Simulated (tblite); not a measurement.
Compound: C6H6O3S.
Numbering: `[O:1]=[S:2](=[O:3])([OH:4])[CH:5]=[C:6]1[CH:7]=[CH:8][CH:9]=[CH:10]1` (hydrogens: H11 on O4; H12 on C5; H13 on C7; H14 on C8; H15 on C9; H16 on C10)

Cartesian coordinates in Å at the GFN2-xTB level; atoms count from 1:
```xyz
16
C6H6O3S angstrom
O     -2.019   -0.927    1.599
S     -2.280   -0.317    0.339
O     -3.562    0.272    0.098
O     -2.055   -1.423   -0.821
C     -1.012    0.861   -0.068
C      0.269    0.518    0.011
C      1.444    1.347   -0.292
C      2.538    0.605   -0.066
C      2.129   -0.729    0.385
C      0.790   -0.787    0.428
H     -2.797   -1.392   -1.427
H     -1.384    1.822   -0.376
H      1.386    2.363   -0.629
H      3.563    0.907   -0.186
H      2.824   -1.511    0.632
H      0.157   -1.599    0.721
```

Computed with GFN2-xTB (tblite): harmonic, unscaled wavenumbers at the GFN2-xTB geometry, gas phase. Against measured fundamentals such values can be off by several per cent, at times by over 20. One conformer, not necessarily the lowest.

Harmonic wavenumbers (cm⁻¹): 44.8, 81.9, 116.8, 169.2, 199.9, 248.8, 310.2, 330.0, 384.0, 439.4, 509.1, 517.7, 594.9, 683.0, 706.8, 758.2, 768.3, 786.8, 807.0, 823.0, 867.8, 870.1, 878.2, 921.6, 1023.3, 1062.2, 1084.0, 1094.1, 1135.1, 1187.0, 1245.8, 1289.5, 1299.3, 1552.9, 1610.4, 1676.8, 3121.0, 3135.8, 3144.2, 3162.6, 3190.2, 3605.1.

A = 3109, B = 731.9, C = 676.2 MHz; mass 158.004 u (most abundant isotopes); point group C1, symmetry number 1.

What is the zero-point energy?

½Σν̃ = 23718 cm⁻¹ = 67.81 kcal/mol.

Entropy at 500 K, 1 bar (ideal gas, RRHO, classical rotation)?

Translation 43.68, rotation 31.27, vibration 47.37: S = 122.3 cal/(mol K).

And Cp and H(500 K) − H(0)?

Cp = 55.05 cal/(mol K), of which vibrations give 47.10 (their classical limit is 42 R = 83.5); H(500 K) − H(0) = 16.35 kcal/mol without the zero-point energy, 12.38 from vibrations.

How do the functions run with temperature in this model?

```
 T (K)  S (cal/(mol K))  Cp (cal/(mol K))  H − H(0) (kcal/mol)  G − H(0) (kcal/mol)  ln q(vib)
    50             59.4              12.5                 0.49                -2.48       0.47
   100             69.7              17.7                 1.25                -5.72       1.52
298.15             98.2              38.4                 6.78               -22.49       6.31
373.15            107.6              45.6                 9.94               -30.21       8.20
   750            147.1              66.7                31.71               -78.59      17.40
  1000            167.3              73.5                49.29              -117.96      22.87
```

q(vib) and H(0) count from the zero-point level.

Which modes carry the vibrational entropy at 500 K?

44.8 cm⁻¹: 6.06; 81.9 cm⁻¹: 4.86; 116.8 cm⁻¹: 4.16; 169.2 cm⁻¹: 3.44; 199.9 cm⁻¹: 3.11; 248.8 cm⁻¹: 2.69 cal/(mol K); the other 36 give 23.04 together.

Hindered rotation and anharmonicity are outside this model. Other conformers, if any are populated, would add a mixing term that is left out. The structure is chiral; the term R ln 2 for an equal mix with its mirror image is left out.
